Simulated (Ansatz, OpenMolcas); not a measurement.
## CH5FOSi (SMILES C[SiH](O)F): the vertical energy of the triplet above the singlet, rung by rung

The species is CH5FOSi (9 atoms), meant as a singlet with charge 0. SMILES: `C[SiH](O)F`. The coordinates come from a PBE0-D4/def2-TZVP relaxation. This is one conformer, not always the lowest.

Quantity: the vertical energy of the triplet above the singlet, in eV. The values are calculated.

```json
{"level": "HF/def2-SVP", "kind": "Hartree–Fock", "program": "OpenMolcas", "value (eV)": "7.87", "less CCSD(T)/def2-SVP": "-0.78", "CPU time (all runs)": "25 s"}
{"level": "SVWN5/def2-SVP", "kind": "LDA", "program": "Ansatz", "value (eV)": "7.68", "less CCSD(T)/def2-SVP": "-0.97", "CPU time (all runs)": "13 s"}
{"level": "revPBE/def2-SVP", "kind": "GGA", "program": "OpenMolcas", "value (eV)": "7.69", "less CCSD(T)/def2-SVP": "-0.96", "CPU time (all runs)": "1.8 min"}
{"level": "M06-L/def2-SVP", "kind": "meta-GGA", "program": "OpenMolcas", "value (eV)": "8.36", "less CCSD(T)/def2-SVP": "-0.29", "CPU time (all runs)": "2.5 min"}
{"level": "TPSS/def2-SVP", "kind": "meta-GGA", "program": "OpenMolcas", "value (eV)": "7.85", "less CCSD(T)/def2-SVP": "-0.80", "CPU time (all runs)": "2.9 min"}
{"level": "BHLYP/def2-SVP", "kind": "global hybrid", "program": "Ansatz", "value (eV)": "8.41", "less CCSD(T)/def2-SVP": "-0.24", "CPU time (all runs)": "29 s"}
{"level": "wB97X/def2-SVP", "kind": "range-separated hybrid", "program": "Ansatz", "value (eV)": "8.78", "less CCSD(T)/def2-SVP": "+0.13", "CPU time (all runs)": "2.2 min"}
{"level": "B2PLYP/def2-SVP", "kind": "double hybrid", "program": "Ansatz", "value (eV)": "8.54", "less CCSD(T)/def2-SVP": "-0.11", "CPU time (all runs)": "36 s"}
{"level": "MP2/def2-SVP", "kind": "perturbation theory", "program": "Ansatz", "value (eV)": "8.97", "less CCSD(T)/def2-SVP": "+0.32", "CPU time (all runs)": "15 s"}
{"level": "CCSD(T)/def2-SVP", "kind": "coupled cluster or CI", "program": "Ansatz", "value (eV)": "8.65", "less CCSD(T)/def2-SVP": "0.00", "CPU time (all runs)": "2.2 min"}
```

CCSD(T)/def2-SVP is the highest level here, not the true value. The values span 7.68 to 8.97 eV. A triplet this far above the singlet is often a Rydberg-like or dissociative state; sets without diffuse functions put Rydberg states too high. Times are those of the runs behind each value, whatever else they computed, on shared processors of several kinds: orders of magnitude only.
